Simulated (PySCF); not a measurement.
C4H12MgSSi (SMILES C[S][Mg][Si](C)(C)C), singlet, at a GFN2-xTB geometry (such geometries of metal compounds can be far from the true shape); CASSCF(6,5)/STO-3G (PySCF).

Input for PySCF:
```python
from pyscf import gto, scf, mcscf
import numpy

mol = gto.M(
    atom='''
Mg   -0.088483    0.932346    1.050716
S    -0.149128   -0.443558    2.985547
C    -0.029097   -1.957933    1.983291
H    -0.921126   -2.557344    2.154746
H     0.845243   -2.517183    2.310037
H     0.060003   -1.717774    0.913460
Si    0.060165    0.476153   -1.409222
C    -1.401719   -0.657674   -1.940297
C     1.694345   -0.460469   -1.805269
C     0.009932    2.018133   -2.551849
H    -1.350980   -0.922200   -2.994102
H    -1.411391   -1.585406   -1.370221
H    -2.356290   -0.161785   -1.772622
H     1.784208   -1.369260   -1.211972
H     2.560007    0.160948   -1.583480
H     1.756663   -0.746385   -2.852834
H     0.837939    2.689578   -2.341048
H    -0.911412    2.577875   -2.414584
H     0.071897    1.739221   -3.600867
''',
    basis='sto-3g',
    charge=0,
    spin=0,
    verbose=4,
)

mf = scf.RHF(mol)
mf.kernel()
mc = mcscf.CASSCF(mf, 5, 6)
mc.fix_spin_(ss=0.0)
mc.kernel()
occ = numpy.linalg.eigvalsh(mc.fcisolver.make_rdm1(mc.ci, mc.ncas, mc.nelecas))[::-1]
ss = mc.fcisolver.spin_square(mc.ci, mc.ncas, mc.nelecas)[0]
print('natural occupations', occ.round(4), ' <S^2>', round(ss, 4))
```

Write the output that PySCF gives for this input, abridged.


```
PySCF version 2.14.0

[INPUT] verbose = 4
[INPUT] num. atoms = 19
[INPUT] num. electrons = 78
[INPUT] charge = 0
[INPUT] spin (= nelec alpha-beta = 2S) = 0
[INPUT] symmetry False subgroup None
[INPUT] Mole.unit = angstrom
[INPUT] Symbol           X                Y                Z      unit          X                Y                Z       unit  Magmom
[...]
nuclear repulsion = 463.525473402521
number of shells = 39
number of NR pGTOs = 177
number of NR cGTOs = 59
basis = sto-3g
ecp = {}

******** <class 'pyscf.scf.hf.RHF'> ********
method = RHF
initial guess = minao
damping factor = 0
level_shift factor = 0
DIIS = <class 'pyscf.scf.diis.CDIIS'>
diis_start_cycle = 1
diis_space = 8
diis_damp = 0
SCF conv_tol = 1e-09
SCF conv_tol_grad = None
SCF max_cycles = 50
direct_scf = True
direct_scf_tol = 1e-13
Set gradient conv threshold to 3.16228e-05
Initial guess from minao.
init E= -1032.39948931515
[...]
cycle= 1 E= -1032.49117682888  delta_E= -0.0917  |g|= 0.41  |ddm|= 4.91
[...]
cycle= 2 E= -1032.57839755356  delta_E= -0.0872  |g|= 0.11  |ddm|= 0.96
[...]
cycle= 3 E= -1032.58395990288  delta_E= -0.00556  |g|= 0.0304  |ddm|= 0.219
[...]
cycle= 4 E= -1032.58456194363  delta_E= -0.000602  |g|= 0.00481  |ddm|= 0.081
[...]
cycle= 5 E= -1032.58458187542  delta_E= -1.99e-05  |g|= 0.001  |ddm|= 0.0161
[...]
cycle= 6 E= -1032.58458273478  delta_E= -8.59e-07  |g|= 0.000275  |ddm|= 0.0031
[...]
cycle= 7 E= -1032.58458281203  delta_E= -7.73e-08  |g|= 7.35e-05  |ddm|= 0.00103
[...]
cycle= 8 E= -1032.58458281775  delta_E= -5.72e-09  |g|= 1.74e-05  |ddm|= 0.000293
[...]
cycle= 9 E= -1032.58458281806  delta_E= -3.01e-10  |g|= 2.89e-06  |ddm|= 7.18e-05
[...]
Extra cycle  E= -1032.58458281806  delta_E= -8.19e-12  |g|= 1.14e-06  |ddm|= 7.43e-06
converged SCF energy = -1032.58458281806

******** <class 'pyscf.mcscf.mc1step.CASSCF'> ********
CAS (3e+3e, 5o), ncore = 36, nvir = 18
max_cycle_macro = 50
max_cycle_micro = 4
conv_tol = 1e-07
conv_tol_grad = None
orbital rotation max_stepsize = 0.02
orbital rotation threshold for CI restart = 0.01
augmented hessian ah_max_cycle = 30
augmented hessian ah_conv_tol = 1e-12
augmented hessian ah_linear dependence = 1e-14
augmented hessian ah_level shift = 1e-08
augmented hessian ah_start_tol = 2.5
augmented hessian ah_start_cycle = 3
augmented hessian ah_grad_trust_region = 3
kf_trust_region = 3
kf_interval = 4
ci_response_space = 4
ci_grad_trust_region = 3
with_dep4 0
natorb = False
canonicalization = True
sorting_mo_energy = False
[...]
CASCI E = -1032.59095484114  S^2 = 0.0000000
[...]
macro iter  40 ( 14 JK    3 micro), CASSCF E = -1032.60893290567  dE = -3.79547794e-05  S^2 = 0.0000000
               |grad[o]|=0.000988  |grad[c]|=0.00303  |ddm|=0.000257  |maxRot[o]|=0.0337
macro iter  41 ( 21 JK    4 micro), CASSCF E = -1032.60893635022  dE = -3.44454702e-06  S^2 = 0.0000000
               |grad[o]|=0.000956  |grad[c]|=0.00381  |ddm|=0.000337  |maxRot[o]|=0.016
macro iter  42 ( 21 JK    4 micro), CASSCF E = -1032.60893632518  dE =  2.50395260e-08  S^2 = 0.0000000
               |grad[o]|=0.000899  |grad[c]|=0.00795  |ddm|=0.000708  |maxRot[o]|=0.00167
macro iter  43 ( 16 JK    3 micro), CASSCF E = -1032.60895375841  dE = -1.74332281e-05  S^2 = 0.0000000
               |grad[o]|=0.000925  |grad[c]|=0.000855  |ddm|=0.000125  |maxRot[o]|=0.0161
macro iter  44 ( 21 JK    4 micro), CASSCF E = -1032.60895508045  dE = -1.32204127e-06  S^2 = 0.0000000
               |grad[o]|=0.000913  |grad[c]|=0.00371  |ddm|=0.000298  |maxRot[o]|=0.00871
macro iter  45 ( 21 JK    4 micro), CASSCF E = -1032.60895539519  dE = -3.14741328e-07  S^2 = 0.0000000
               |grad[o]|=0.000888  |grad[c]|=0.00797  |ddm|=0.000719  |maxRot[o]|=0.00155
macro iter  46 (  7 JK    2 micro), CASSCF E = -1032.60901025787  dE = -5.48626783e-05  S^2 = 0.0000000
               |grad[o]|=0.000902  |grad[c]|=0.00878  |ddm|=0.000847  |maxRot[o]|=0.0572
macro iter  47 (  7 JK    2 micro), CASSCF E = -1032.60905442109  dE = -4.41632237e-05  S^2 = 0.0000000
               |grad[o]|=0.00068  |grad[c]|=0.0107  |ddm|=0.00106  |maxRot[o]|=0.0633
macro iter  48 (  7 JK    2 micro), CASSCF E = -1032.60908137057  dE = -2.69494797e-05  S^2 = 0.0000000
               |grad[o]|=0.000435  |grad[c]|=0.0118  |ddm|=0.00119  |maxRot[o]|=0.0665
macro iter  49 (  5 JK    2 micro), CASSCF E = -1032.60908724239  dE = -5.87181580e-06  S^2 = 0.0000000
               |grad[o]|=0.000178  |grad[c]|=0.00219  |ddm|=0.000264  |maxRot[o]|=0.0262
macro iter  50 (  5 JK    1 micro), CASSCF E = -1032.60908896625  dE = -1.72385967e-06  S^2 = 0.0000000
               |grad[o]|=8.04e-05  |grad[c]|=0.00169  |ddm|=0.000106  |maxRot[o]|=0.0187
1-step CASSCF not converged,  50 macro (895 JK 178 micro) steps
CASSCF canonicalization
Density matrix diagonal elements [1.97478363 1.97100112 1.99945355 0.0389004  0.0158613 ]
CASSCF energy = -1032.60908896625
CASCI E = -1032.60908896625  E(CI) = -11.1010827745395  S^2 = 0.0000000
natural occupations [1.9995 1.9757 1.9718 0.0387 0.0144]  <S^2> 0.0
```

Convergence was not reached.
